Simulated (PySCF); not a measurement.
Harmonic spectrum computed at PBE0 in the def2-TZVP basis family (core potentials from Rb on, PySCF, no spin–orbit coupling):

```csv
ω (cm⁻¹),"IR (km/mol, summed over degenerate members)",degeneracy
1004,15.2,1
1135,19.0,2
2411,26.0,1
2423,109,2
```

**Question.** Which molecule gave it? In each, all ligands are bound to the one heavy central atom.
A. SnH₃ (doublet)
B. SH₃ (doublet)
C. AsH₃ (singlet)
D. PH₃ (singlet)
E. BrH₃ (singlet)

**Answer.** D. It has C3v symmetry with P–H 1.420 Å (×3).
